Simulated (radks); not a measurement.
Spherical quantum dot in the effective-mass picture: electrons in a hard-walled sphere of radius 7.35, all in effective atomic units (hartree* = m*/eps^2 hartree, bohr* = eps/m* bohr), one dielectric constant everywhere. Calculated with a radial shooting solver with Libxc functionals: non-relativistic Kohn-Sham, LDA (Slater exchange, Perdew-Wang correlation), spin-polarised, spherical densities. Levels are named by radial order and angular momentum (1s, 1p, 1d, 2s, ...), and open shells are averaged over m.

N = 31, configuration 1s2 1p6 1d10 1f(up 7, down 6). This is the lowest configuration that the search found. Occupied and some empty levels:

| level | occupation | eigenvalue (hartree*) | <r> (bohr*) |
|---|---|---|---|
| 1s up | 1 | 5.1022 | 5.566 |
| 1s down | 1 | 5.1065 | 5.563 |
| 1p up | 3 | 5.1375 | 5.616 |
| 1p down | 3 | 5.1418 | 5.614 |
| 1d up | 5 | 5.2053 | 5.681 |
| 1d down | 5 | 5.2097 | 5.679 |
| 1f up | 7 | 5.3032 | 5.748 |
| 1f down | 6 | 5.3077 | 5.747 |
| 1g up | 0 | 5.4297 | 5.813 |
| 1g down | 0 | 5.4342 | 5.812 |
| 2s up | 0 | 5.5882 | 3.379 |
| 2s down | 0 | 5.5894 | 3.374 |
| 2p up | 0 | 5.7167 | 3.915 |
| 2p down | 0 | 5.7185 | 3.912 |
| 2d up | 0 | 5.8836 | 4.261 |
| 2d down | 0 | 5.8857 | 4.258 |

Energy (hartree*): total 85.3948, kinetic 14.423, external 0, Hartree 79.188, exchange-correlation -8.2163.
